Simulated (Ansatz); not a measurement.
```xyz
10

I     1.818   -2.689    2.067
Al    0.648   -0.976    0.742
C     0.863    0.889    0.198
Si   -0.776    0.601   -0.685
N    -0.885   -1.057   -0.151
H     0.834    1.635    0.995
H     1.708    1.110   -0.456
H    -1.892    1.459   -0.194
H    -0.705    0.747   -2.166
H    -1.613   -1.720   -0.351
```

Total charge 0; spin multiplicity 1. I takes the def2 core potential.

Question: List the B3LYP/def2-TZVPP orbital energies in eV (the Gaussian-basis code of Ansatz). (An estimate is asked.)

Answer: Ansatz gave: Occupied: -1799.01, -1524.92, -388.83, -276.20, -186.20, -143.48, -132.32, -132.19, -132.17, -112.88, -98.81, -98.79, -98.79, -73.59, -73.47, -73.41, -52.02, -51.96, -51.95, -51.83, -51.83, -22.48, -19.00, -18.53, -14.37, -12.80, -11.43, -10.31, -9.45, -9.42, -9.12, -7.87, -7.80, -7.39, -7.37. Lowest empty: -0.91, -0.81, -0.04, 0.82, 1.56, 1.68, 1.79, 1.83.

B3LYP here is the variant with VWN-RPA as its local correlation; programs differ in this.
